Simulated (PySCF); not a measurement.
**Static response to an electric field**

Species: CH2B2Cl2F2.
Structure used (PBE0-D3(BJ)/def2-SVP), in Å, numbered top down from 1:
```xyz
9
CH2B2Cl2F2 angstrom
F      1.6879    1.5245   -0.6109
B      1.2693    0.3253   -0.2563
F      1.8948   -0.2486    0.7523
C      0.0643   -0.3690   -0.9694
B     -1.2106   -0.0791   -0.1197
Cl    -1.7180   -1.1701    1.1526
Cl    -2.1380    1.3864   -0.3705
H      0.2509   -1.4523   -1.0057
H     -0.0454    0.0560   -1.9770
```

Level: CAM-B3LYP/def2-SVPD (PySCF), static field, nuclei fixed, core orbitals frozen in the response. The polarisability tensor in these axes (au):

```
x   67.14 -2.40 -3.37
y   -2.40 67.28 -8.41
z   -3.37 -8.41 60.18
```

Question: Give the principal values, the mean and the anisotropy Δα = √{½[(α1 − α2)² + (α2 − α3)² + (α1 − α3)²]}.

Answer: Principal values 53.36, 68.38 and 72.86 au; mean 64.87 au = 9.61 Å³ = 10.70 × 10⁻⁴⁰ C²·m²/J; Δα = 17.70 au (27 % of the mean).

Question: What is the dipole moment, and where does it point?

Answer: (-0.12, -0.98, -1.45) D, 1.76 D in size, pointing from the negative to the positive side. Measured along this direction, the outermost atoms are F3 at the negative end and H8 and H9 at the positive end.

Question: What depolarisation ratio follows for Rayleigh scattering of linearly polarised light, taking the static tensor?

Answer: ρ = 3Δα²/(45ᾱ² + 4Δα²) = 939.4/(189354 + 1252.5) = 0.00493.

Question: Find the Langevin capture rate constant for H3O+ (19.018 u) meeting this molecule (143.969 u), k = 2.342 × 10⁻⁹ cm³/s × √(α in Å³ / reduced mass in u).

Answer: The reduced mass is 16.80 u, so k = 1.77 × 10⁻⁹ cm³/s. The formula leaves out the permanent dipole, which adds to the capture rate.

Question: In a dilute gas of rigid molecules at 250 K, how does the orientational term μ²/3kT compare with the electronic polarisability?

Answer: In Gaussian units μ²/3kT = 29.83 Å³ against 9.61 Å³, a ratio of 3.10; the Debye molar polarisation (4π/3)N_A(α + μ²/3kT) is 99.5 cm³/mol, leaving out the vibrational part.

One conformer (not necessarily the lowest) at the PBE0-D3(BJ)/def2-SVP geometry, without solvent, vibrations or thermal averaging.
